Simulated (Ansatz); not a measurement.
Molecule: GaF, charge 0, multiplicity 3. This is an excited triplet: at this geometry the singlet lies 3.72 eV lower at CCSD(T)/CBS(aug-cc-pVTZ,aug-cc-pVQZ). 
Geometry from a B3LYP-D3(BJ)/def2-TZVP (Ansatz, an electronic-structure program) optimisation:
```
F
Ga 1 1.7815
```
Charge 0, spin multiplicity 3.

Basis-set convergence of Hartree-Fock and MP2 correlation energies (hartree) with Ansatz. Correlated levels leave the core frozen unless marked. UHF or UKS for open shells. Spin-orbit coupling is left out. Frozen are the shells of the preceding noble gas and the d and f shells that filled before the atom's block. No relativistic terms.

```json
[
 {"basis": "def2-SVPD", "functions": "61", "E(HF)": "-2022.31551", "E(corr, MP2)": "-0.22857"},
 {"basis": "def2-TZVPPD", "functions": "94", "E(HF)": "-2022.68435", "E(corr, MP2)": "-0.28979"},
 {"basis": "def2-QZVPPD", "functions": "161", "E(HF)": "-2022.72925", "E(corr, MP2)": "-0.31496"}
]
```

Extrapolating the two largest sets (X = 3 and 4) as X^-3: E(corr) = (64·(-0.31496) - 27·(-0.28979))/37 = -0.3333 Eh, an estimate of the basis-set limit. The largest set recovers 94.5 % of it, the smallest 68.6 %.
